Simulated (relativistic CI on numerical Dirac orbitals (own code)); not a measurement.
## Ti³⁺ in a cubic cluster: 3p photoemission with charge transfer

Computed with a charge-transfer multiplet model of a cubic metal-ligand cluster with up to 2 ligand holes, Slater and spin-orbit integrals from Dirac-Coulomb-Breit ions, Slater integrals scaled by 0.9. The ground state mixes d1 with configurations of k ligand holes L, whose averages lie at kΔ + k(k − 1)U_dd/2; a core hole lowers each added d electron by U_cd. 300 K, Lorentzian 0.9 eV and Gaussian 0.8 eV FWHM.

Atomic integrals in eV (Slater integrals scaled, ζ unscaled), ground: F2dd 7.400, F4dd 4.602, zeta_d 0.017; with the core hole: F2dd 7.400, F4dd 4.602, zeta_d 0.021, zeta_core 0.458, F2cd 9.975, G1cd 12.350, G3cd 7.592. Where a configuration has fewer than two d electrons, the dd integrals are those of d2.

Cluster parameters (eV): Δ = 5.6, U_dd = 5.9, U_cd = 7.2, 10Dq = 0.6, 10Dq(ligand) = 0.3, final-state hopping factor = 0.8.

Weights, n_d and S are thermal averages at 300 K. Binding energies count from the first peak over 30 % of the highest in each spectrum, which can be another peak from case to case. The parameters are a model scan and need not match a compound or its usual spin state. Peaks in eV (height, largest 100): 0.0 (52), 1.8 (80), 2.9 (75), 6.3 (100), 9.3 (78), 13.5 (7), 19.2 (8), 21.6 (6), 22.7 (7).

Q: Which parameters give this spectrum?
A. V(eg) = 2.4 eV, V(t2g) = -1.16 eV
B. V(eg) = 1.8 eV, V(t2g) = -0.87 eV
C. V(eg) = 1.2 eV, V(t2g) = -0.58 eV

A: C. V(eg) = 1.2 eV, V(t2g) = -0.58 eV; the ground state then has 1.18 d electrons and S = 0.50. The choice follows from running the model for each set and comparing peak positions and heights.
